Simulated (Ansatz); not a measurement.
Ansatz results at the PBE0-D4/def2-TZVP geometry: size of the dipole moment (PBE/def2-TZVPP) 2.94 D; HOMO energy (B3LYP/def2-TZVPP) -5.96 eV; HOMO–LUMO gap (PBE/def2-TZVPP) 2.77 eV.

Each molecule was computed in one conformer, which needn't be the lowest.

(1) Which molecule gave them?
A. `[NH2][GaH][O][SiH2]O`
B. `N[C]1=C[SiH2][GaH]1`
C. `C[SiH2]B(N)F`
D. `NC1(F)C=C[SiH2]1`

## Answers

(1) B. The others give `NC1(F)C=C[SiH2]1`: 1.15, -7.41, 4.69; `C[SiH2]B(N)F`: 1.97, -7.78, 5.65; `[NH2][GaH][O][SiH2]O`: 2.08, -7.23, 4.94.

B3LYP here is the variant with VWN-RPA as its local correlation; programs differ in this.
